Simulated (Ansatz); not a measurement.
Reaction (redistribution): `C#CBN` + `[SiH3][SiH2]Cl` → `NB[SiH2]Cl` + `C#C[SiH3]`

Computed with Ansatz on PBE0-D4/def2-TZVP structures; ΔE is electronic, products minus reactants. CCSD(T)/CBS adds triple-zeta CCSD(T) − MP2 to the extrapolated MP2 energy (def2 sets, frozen cores). Functionals use def2-TZVPP. One conformer a species, not always the lowest.

`C#CBN`:

Cartesian coordinates in Å:
```
C -0.052 0.229 -2.170
C -0.182 0.261 -0.971
B -0.372 0.329 0.543
N 0.374 -0.488 1.381
H 0.061 0.202 -3.229
H -1.165 1.084 1.024
H 0.278 -0.473 2.381
H 1.057 -1.144 1.041
```

`[SiH3][SiH2]Cl`:

```xyz
8

Si    0.317    1.018   -0.561
Si   -0.192   -0.928    0.630
Cl   -1.731   -1.910   -0.334
H     1.428    1.742    0.116
H    -0.880    1.896   -0.614
H     0.733    0.663   -1.943
H     0.966   -1.855    0.694
H    -0.643   -0.627    2.012
```

`NB[SiH2]Cl`:

Cartesian coordinates in Å:
```
N 0.137 -0.081 -1.654
B -0.598 -0.260 -0.496
Si 0.156 0.308 1.283
Cl 0.281 -1.350 2.522
H -0.196 -0.356 -2.565
H 1.058 0.325 -1.675
H -1.682 -0.764 -0.583
H -0.689 1.309 1.988
H 1.533 0.869 1.180
```

`C#C[SiH3]`:

Cartesian coordinates in Å:
```
C 0.460 0.935 -1.661
C 0.177 0.360 -0.640
Si -0.251 -0.509 0.905
H 0.710 1.443 -2.565
H 0.395 0.179 2.049
H -1.723 -0.497 1.083
H 0.231 -1.910 0.829
```

```csv
level,ΔE (kJ/mol)
BLYP,33.3
CAM-B3LYP,30.3
HF/def2-SVP,29.3
CCSD(T)/def2-TZVPP,27.0
```

What does CCSD(T)/CBS give? (An estimate is asked.)

Ansatz gave: +28.0 kJ/mol. The listed levels differ from it by 5.3, 2.3, 1.3, -1.0 kJ/mol.

What do rigid-rotor, harmonic-oscillator terms from PBE0-D4/def2-TZVP frequencies (298.15 K, 1 bar) make of the CCSD(T)/CBS value? (An estimate is asked.)

Ansatz gave: ΔZPE = +0.5 kJ/mol, ΔH = +28.4 kJ/mol, ΔS = -8 J/(mol·K), ΔG = +30.8 kJ/mol.

Largest T1 diagnostic among the species: 0.014.

Leaving LDA and LC-ωPBE aside and taking each functional with its dispersion term where it has one, the values, not all of them listed here, spread over 9.9 kJ/mol, from ωB97M-V to PBE-D4. LDA lies +3.3 kJ/mol from PBE without D4.
